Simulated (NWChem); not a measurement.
# Si$_{2}$NH$_{5}$ClF; SMILES N[SiH2][Si@H](F)Cl

```xyz
10

N      0.1766     2.9501     0.0748
Si    -0.6979     1.4710    -0.1860
Si     0.4266    -0.5193     0.3913
F      1.7827    -0.6799    -0.4814
Cl    -0.7883    -2.1645    -0.0182
H      0.3176     3.2903     1.0187
H      0.9753     3.1702    -0.5086
H     -1.0520     1.3811    -1.6268
H     -1.9276     1.5182     0.6499
H      0.8241    -0.6476     1.8194
```
Atoms are numbered in this order, from 1.

All runs: NWChem. Pople sets run with spherical d functions. The geometry was optimised at B3LYP/6-31G* (spherical d). Static field.

For level LC-BLYP (range parameter 0.33 per bohr)/6-31+G*:

* **isotropic polarisability (bohr³)**: 70.7
* **anisotropy (bohr³)**: 26.6

### Question
How do the values read with level Hartree-Fock/6-31+G* instead?

### Answer
isotropic polarisability (bohr³): 62.6
anisotropy (bohr³): 20.8
